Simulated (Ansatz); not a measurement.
Input file:

```yaml
crystal:
  periodic: [false, false, false]
  atoms:
    - { symbol: Si, position_ang: [0.0, 0.0, 0.0] }
    - { symbol: O, position_ang: [0.0, 0.0, 2.03] }
    - { symbol: H, position_ang: [-0.9095, -0.2814, 2.3671] }
    - { symbol: H, position_ang: [1.3768, 0.0, -0.4862] }
    - { symbol: H, position_ang: [-0.6877, 1.1914, -0.4862] }
    - { symbol: Cl, position_ang: [-1.0032, -1.7381, -0.7093] }
    - { symbol: P, position_ang: [0.9228, -2.165, 0.782] }
    - { symbol: H, position_ang: [0.0303, -3.2136, 0.4353] }
    - { symbol: H, position_ang: [2.1821, -2.3934, 0.1669] }
    - { symbol: H, position_ang: [0.4794, -1.1248, 1.8891] }
basis:
  gaussian: { orbitals: def2-SVP }
hamiltonian:
  xc: hf
relax:
  f_tol: 0.15
  max_steps: 25
  restrain:
    - { distance: [0, 6], at: 3.38, k: 30.0 }
    - { distance: [9, 1], at: 2.21, k: 30.0 }
    - { distance: [0, 1], at: 1.68, k: 30.0 }
    - { distance: [9, 6], at: 1.42, k: 30.0 }
```

Launched with:

```bash
$ ansatz run input.yaml --threads 2 --pin off --max-ram 3072MiB --backend cpu --events-out ev --progress --plain --runs-dir out
```

Hardware: 2 threads of Arm Neoverse V2 (shared host).

Task: Roughly how long does this run take, and how much memory?

Result: 15 s, with a peak of 0.2 GiB, for 11 ionic steps.
